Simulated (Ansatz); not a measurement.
Start from `C#COC=C` and change one atom or group to get `C#C[O][SnH2][NH2]`.

Ansatz, PBE0-D4/def2-TZVP geometries, multiplicity 1. Each molecule was computed in one conformer, which needn't be the lowest.

Elements past krypton have def2 core potentials.

| property | `C#COC=C` |
| --- | --- |
| HOMO energy (ωB97M-V/def2-TZVPP) / eV | -9.30 |
| HOMO–LUMO gap (PBE/def2-TZVPP) / eV | 4.87 |
| size of the dipole moment (ωB97M-V/def2-TZVPP) / D | 1.24 |
| HOMO energy (PBE/def2-TZVPP) / eV | -5.91 |
| HOMO energy (PBE0/def2-TZVPP) / eV | -7.09 |
| LUMO energy (PBE/def2-TZVPP) / eV | -1.03 |

(1) What does the change do to each property? (Estimate.)

Results:

(1) The calculation gave: 
| property | `C#C[O][SnH2][NH2]` | shift |
| --- | --- | --- |
| HOMO energy (ωB97M-V/def2-TZVPP) / eV | -8.85 | 0.45 |
| HOMO–LUMO gap (PBE/def2-TZVPP) / eV | 3.77 | -1.10 |
| size of the dipole moment (ωB97M-V/def2-TZVPP) / D | 2.81 | 1.57 |
| HOMO energy (PBE/def2-TZVPP) / eV | -5.32 | 0.59 |
| HOMO energy (PBE0/def2-TZVPP) / eV | -6.58 | 0.51 |
| LUMO energy (PBE/def2-TZVPP) / eV | -1.55 | -0.52 |

With PBE0 the HOMO rises by 0.51 eV and the LUMO falls by 0.61 eV, so the gap narrows by about 1.12 eV. PBE moves the HOMO by 0.59 eV and ωB97M-V by 0.45 eV. Dipoles are sizes alone; their direction can turn.
